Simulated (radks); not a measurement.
The numbers below are computed, except where a source is named.
Coherent X-ray form factor from a spherical all-electron density. Level of theory: Dirac Kohn-Sham, PBE, spin-unpolarised, spherical densities, finite nucleus; Fermi nuclear charge, rms radius of each element as measured or else 0.836 A^(1/3) + 0.57 fm (a radial shooting solver on a logarithmic mesh with Libxc functionals).

sin(theta)/lambda (1/angstrom),f0 (electrons)
0.05,57.939
0.1,55.321
0.15,52.054
0.2,48.629
0.25,45.277
0.3,42.151
0.4,36.810
0.5,32.529
0.6,28.960
0.8,23.354
1,19.533
1.25,16.497
1.5,14.293
2,10.473

The species is in the configuration that NIST lists as its ground one. Which atom or ion scatters so?

Answer. The neodymium ion Nd+, [Xe] 4f4 6s1. Extrapolating in s^2 from the first two rows gives f0(0) = 58.8, near the electron count 59; among species with that count, the fall with angle is slower the higher Z, and the table is that of Z = 60; from so few rows the species is fixed only to a neighbour or two.
